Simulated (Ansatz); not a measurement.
Molecule: AlH, charge 1, multiplicity 2. SMILES of the parent species: [AlH]
Coordinates optimised at B3LYP-D3(BJ)/def2-TZVP (Ansatz, a program for electronic structure):
```
Al
H 1 1.6229
```
Charge +1, spin multiplicity 2.

Parts of the frozen-core correlation energy in cc-pV(D+d)Z (Ansatz, hartree). Frozen orbitals: 5; correlated occupied orbitals by spin: 2 and 1; virtual: 21 and 22. Open shells are spin-unrestricted. No spin-orbit coupling. Non-relativistic.

| term | value |
|---|---|
| reference (HF) | -242.18981 |
| MP2 opposite-spin | (withheld) |
| MP2 same-spin | (withheld) |
| CCSD correlation | (withheld) |
| (T) | -0.00048 |
| CCSDT minus CCSD(T) | -0.00024 |
| T1 diagnostic | 0.023 |
| largest doubles amplitude | 0.080 |
| <S^2> of the reference | 0.779 |

### Question
Fill in the missing entries.

### Answer

- MP2 opposite-spin, value: -0.02691
- MP2 same-spin, value: -0.00099
- CCSD correlation, value: -0.04108
